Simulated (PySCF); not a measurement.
Computed shifts of a molecule CH₈FNOSi₂, PBE/pcSseg-1 (PySCF), GIAO, gas phase, atoms alike by connectivity averaged where their shifts nearly agree, in ppm (number of nuclei): ¹³C: 3.5 (1). ²⁹Si: -4.6 (1), -12.3 (1). ¹⁵N: 50.9 (1). ¹⁹F: -174.4 (1). ¹H: 5.42 (1), 5.41 (1), 2.12 (1), 1.78 (1), 0.72 (3), 0.31 (1). References: ¹³C against TMS (σ = 182.0 ppm); ²⁹Si against TMS (σ = 335.4 ppm); ¹⁷O against H2O (σ = 334.3 ppm); ¹⁵N against NH3 (σ = 267.0 ppm); ¹⁹F against CFCl3 (σ = 133.6 ppm); ¹H against TMS (σ = 31.49 ppm), references at their B3LYP-D3(BJ)/def2-TZVP geometries, non-relativistic. Geometry optimised at PBE0-D3(BJ)/def2-SVP. The values are those of a single conformer.

**Question.** Which structure fits?
(A) N[Si@H](F)C[SiH2]O
(B) C[Si@@H](O)[Si@H](N)F
(C) CN([SiH3])[Si@@H](O)F
(D) NC[Si@@H](F)O[SiH3]

**Answer.** B, C[Si@@H](O)[Si@H](N)F
